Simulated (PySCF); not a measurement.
**UHF on Ta²⁺ (tantalum, charge +2)**

Configuration: [Xe] 4f14 5d2 6s1, high-spin 4F determinant (an excited configuration). Calculation: PySCF 2.14, in def2-QZVPPD with the def2 core potential (60 electrons) (7s6p4d3f2g, 84 functions); scalar relativity through the core potential.

| Property | Result |
| --- | --- |
| Total energy | -55.536296 hartree |
| One-electron energy | -86.3884 hartree |
| Hartree (Coulomb) energy | 36.4996 hartree |
| Exchange energy | -5.6475 hartree |
| ⟨S²⟩ | 3.7549 |
| ⟨L²⟩ | 12.053 |
| Sum of ⟨r⟩ | 17.00 bohr |
| Sum of ⟨r²⟩ | 32.49 bohr² |

```csv
shell,electrons,mean orbital energy (hartree),"rms radius, mean of both spins (bohr)"
5s α,1,-3.86353,1.19
5s β,1,-3.76977,1.19
5p α,3,-2.44373,1.40
5p β,3,-2.31400,1.40
5d α,2,-0.97598,2.06
6s α,1,-0.82572,3.08
```

Energies and moments cover only the electrons outside the core potential. Spin-orbit coupling, absent here, splits the open shell strongly.
